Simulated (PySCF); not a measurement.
CH6MgOSi. Atoms are numbered in the order given.

```xyz
10

Mg     0.0000     0.0000     1.1881
C      0.0000     0.0000     3.2681
H      0.5767    -0.8469     3.6764
H     -1.0218    -0.0760     3.6764
H      0.4451     0.9229     3.6764
O      0.0000     0.0000    -0.6184
Si     0.0000     0.0000    -2.2524
H     -0.8903    -1.0744    -2.8050
H      1.3756    -0.2339    -2.8050
H     -0.4853     1.3083    -2.8050
```

Geometry: PBE0-D3(BJ)/def2-SVP. The structure was generated by enumeration; whether it is a known compound was not checked. Other conformers were not sampled.

These are IEF-PCM-M06-2X/def2-SVP (PySCF) values and carry that method's errors.

The values are the electrostatic part of the solvation free energy, E(continuum) − E(gas) at the gas-phase geometry, in a cavity of scaled van der Waals radii (PySCF's table); cavitation and dispersion terms are not included. A continuum can't describe solvent molecules that bind to the metal. In vacuum the orbital gap is 8.24 eV. The dipole moment in vacuum is 1.99 D.

Computed values in water (ε = 78.36), dimethylsulfoxide (ε = 46.83), ethylethanoate (ε = 5.99):
| solvent | ε | ΔG(elec) (kcal/mol) | dipole (D) | gap (eV) |
|---|---|---|---|---|
| water | 78.36 | -8.4 | 1.92 | 8.34 |
| dimethylsulfoxide | 46.83 | -8.3 | 1.93 | 8.34 |
| ethylethanoate | 5.99 | -6.5 | 1.97 | 8.31 |
